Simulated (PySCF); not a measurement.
**How methods differ on the ionisation energy of S⁺**

S⁺ [Ne] 3s2 3p3 (4S) → S²⁺ [Ne] 3s2 3p2 (3P), as a difference of total energies. Calculation: PySCF 2.14, in def2-TZVP (5s5p2d1f, 37 functions); the non-relativistic Hamiltonian (point nucleus). Correlated levels: valence: [Ne] frozen. The calculations carry no spin-orbit coupling.

| method | ionisation energy (eV) |
| --- | --- |
| UHF | 22.720 |
| M06-2X | 23.197 |
| MP2 (valence) | 23.323 |
| SCS-MP2 (valence) | 23.140 |
| CCSD (valence) | 23.258 |

Question: Estimate what BP86 gives.

Answer: 23.351 eV, closest to MP2 (valence) among the rows shown.

Question: Estimate what CCSD(T) (valence) gives.

Answer: 23.295 eV, closest to MP2 (valence) among the rows shown.

The reference lies between the lowest fine-structure levels, while these numbers refer to the centres of the terms.

Errors of the correlated levels include the incompleteness of this basis and the frozen core.

For comparison: 23.338 eV (measured; NIST Atomic Spectra Database, ionization energies).
